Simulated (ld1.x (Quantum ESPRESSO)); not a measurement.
# What one change does to a pseudopotential (Os, RRKJ)

Os, norm-conserving RRKJ (Kleinman–Bylander form), made with ld1.x (Quantum ESPRESSO) 7.5 (LDA (PZ), scalar-relativistic). Core [Xe] 4f14, reference 5d6 6s1 6p0 (charge +1). Waves: 6s (bound): rc 2.60 bohr; 5d (bound): rc 2.10 bohr; 6p (bound, empty): rc 3.10 bohr. Local part: the p channel. Core correction: a·sin(br)/r model core inside 2.15 bohr. rho0 = 0.005.

All-electron outer shells of the reference configuration (LDA (PZ), scalar-relativistic, ld1.x):

```
shell  level (eV)  outermost node (bohr)  outermost maximum (bohr)
   5p      -59.19                   0.55                      1.03
   5d      -14.40                   0.60                      1.36
   6s      -13.48                   1.20                      2.39
   6p       -7.31                   1.42                      3.10
```

Change: wave 6s (bound): rc 2.60 bohr becomes 6s (bound): rc 3.54 bohr.

Cutoffs: the cutoffs (Ry, on a coarse ladder) from which the occupation-weighted sum of valence levels, in a spherical-Bessel basis at the reference potential, stays within 10 and 1 mRy of its value at 400 Ry; they do not see the model core or the augmentation charge, which bear on the density cutoff. Errors are all-electron minus pseudo energies relative to the spin-unpolarised reference configuration.

Predict the effect on cutoff, ghosts and configuration errors.

The potential gets neither clearly harder nor softer (35 Ry and 35 Ry → 35 Ry and 35 Ry); the d channel sets the loose cutoff, while the largest relative change is in s, which becomes softer; of the 9 tests that both files solve, the error grows in 4 and shrinks in 2 by more than 15 % and 0.3 meV (median size 80.5 → 26.2 meV); neither file shows a bound ghost.

```csv
quantity,base,changed
"cutoff, loose",35 Ry,35 Ry
"cutoff, tight",35 Ry,35 Ry
loose cutoff by channel (10 mRy a level),"s 18 Ry, d 30 Ry","s 6 Ry, d 30 Ry"
bound ghosts,none,none
"error for 5d6 6s2 6p0, meV [ΔE -9.86 eV]",-1.6,-3.3
"error for 5d6 6s0 6p0, meV [ΔE 17.28 eV]",-18,-39
"error for 5d5 6s0 6p0, meV [ΔE 46.44 eV]",-192,-341
"error for 5d6 6s0 6p1, meV [ΔE 6.25 eV]",-5.5,-26
"error for 5d5 6s2 6p1, meV [ΔE -3.72 eV]",-96,-15
"error for 5d7 6s0 6p0, meV [ΔE -0.47 eV]",-80,-11
"error for 5d6 6s1 6p1, meV [ΔE -4.72 eV]",-0.1,-0.2
"error for 5d6 6s1 6p0 (spin-polarised), meV [ΔE -2.97 eV]",+1327,+1362
"error for 5d6 6s2 6p0 (spin-polarised), meV [ΔE -11.88 eV]",+1193,+1180
```
